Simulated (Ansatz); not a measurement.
`C[B](Cl)[GeH3]` and `CB(Cl)CN` differ in one atom or group.

Ansatz, PBE0-D4/def2-TZVP geometries, multiplicity 1. Each molecule was computed in one conformer, which needn't be the lowest.

Scalar relativity is left out up to krypton.

| property | `C[B](Cl)[GeH3]` |
| --- | --- |
| LUMO energy (PBE0/def2-TZVPP) / eV | -1.69 |
| LUMO energy (PBE/def2-TZVPP) / eV | -2.62 |
| LUMO energy (B3LYP/def2-TZVPP) / eV | -1.87 |
| size of the dipole moment (B3LYP/def2-TZVPP) / D | 1.35 |
| HOMO–LUMO gap (PBE/def2-TZVPP) / eV | 3.94 |
| size of the dipole moment (PBE/def2-TZVPP) / D | 1.32 |

(1) Give the same properties after the change, and the shifts. (An estimate is asked.)

Results:

(1) Ansatz gave: 
```csv
property,`CB(Cl)CN`,shift
LUMO energy (PBE0/def2-TZVPP) / eV,-0.68,1.01
LUMO energy (PBE/def2-TZVPP) / eV,-1.67,0.95
LUMO energy (B3LYP/def2-TZVPP) / eV,-0.89,0.98
size of the dipole moment (B3LYP/def2-TZVPP) / D,1.85,0.50
HOMO–LUMO gap (PBE/def2-TZVPP) / eV,3.69,-0.25
size of the dipole moment (PBE/def2-TZVPP) / D,1.78,0.46
```

With PBE0 the HOMO rises by 0.92 eV and the LUMO rises by 1.01 eV, so the gap widens by about 0.09 eV. PBE moves the HOMO by 1.20 eV and ωB97M-V by 0.65 eV. Dipoles are sizes alone; their direction can turn.

B3LYP here is the variant with VWN-RPA as its local correlation; programs differ in this.
